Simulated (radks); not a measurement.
The technetium ion Tc2+ inside a hard spherical wall (all orbitals vanish at R), configuration held at [Kr] 4d5 and not refilled when levels cross. All-electron calculation, scalar-relativistic Kohn-Sham, PBEsol, spin-unpolarised, spherical densities, finite nucleus; Fermi nuclear charge, rms radius 4.4112 fm. Program: a radial shooting solver on a logarithmic mesh with Libxc functionals. Eigenvalues in eV, with the zero of energy where the potential of the charges vanishes at infinity; a dash marks a level that is unbound or too diffuse for the functional's potential to be trusted. A positive occupied level is held by the wall or, in an anion where self-interaction has pushed it up, behind a barrier. The pressure on the wall is -dE/dV.

| R (bohr) | E (hartree) | kinetic (hartree) | e(3d) | e(4s) | e(4p) | e(4d) | e(5s, empty) | e(5p, empty) | pressure (GPa) |
|---|---|---|---|---|---|---|---|---|---|
| free | -4282.43217 | 4421.482 | -266.05 | -89.537 | -61.538 | -22.492 | -18.329 | -12.950 | 0 |
| 20 | -4282.43217 | 4421.482 | -266.05 | -89.537 | -61.538 | -22.492 | -18.329 | -12.950 | < 0.0001 |
| 15 | -4282.43217 | 4421.482 | -266.05 | -89.537 | -61.538 | -22.492 | -18.329 | -12.950 | < 0.0001 |
| 12 | -4282.43217 | 4421.482 | -266.05 | -89.537 | -61.538 | -22.492 | -18.329 | -12.950 | < 0.0001 |
| 10 | -4282.43217 | 4421.482 | -266.05 | -89.537 | -61.538 | -22.492 | -18.329 | -12.948 | < 0.0001 |
| 7 | -4282.43203 | 4421.483 | -266.04 | -89.528 | -61.529 | -22.484 | -18.290 | -12.766 | 0.0142 |
| 3.5 | -4282.24552 | 4422.616 | -262.17 | -86.361 | -58.517 | -19.134 | -8.503 | 2.007 | 73.3 |
| 3 | -4281.89467 | 4424.441 | -257.82 | -83.105 | -55.339 | -15.128 | 3.024 | 16.609 | 307 |
| 2 | -4276.20425 | 4449.504 | -223.15 | -57.557 | -27.725 | 20.321 | 103.43 | 128.77 | 10000 |
